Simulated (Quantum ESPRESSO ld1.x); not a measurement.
Results of a calculation; reference values are marked as such.
These are the eigenvalues of the occupied orbitals of an atom or ion with whole-number occupations (hartree). Level of theory: scalar-relativistic Kohn-Sham, LDA (Slater exchange, Perdew-Wang correlation), spin-polarised, spherical densities, point nucleus (ld1.x of Quantum ESPRESSO 7.5).

1s: -1317.77
2s: -287.169
2p: -269.374

Which element is it, and in what charge state? The configuration may be excited. Open shells, if any, are filled with parallel spins first.

Answer. Z = 53, iodine, charge +43: I43+ in [Ne]. The list shows which subshells hold electrons but not how many an open one holds; the 1s level, -1317.8 hartree, gives Z - s = 51.3 by -(Z - s)^2/2, which with screening and relativity narrows Z to a few neighbours, and the depths of the outer levels then fix element, charge and occupations together.
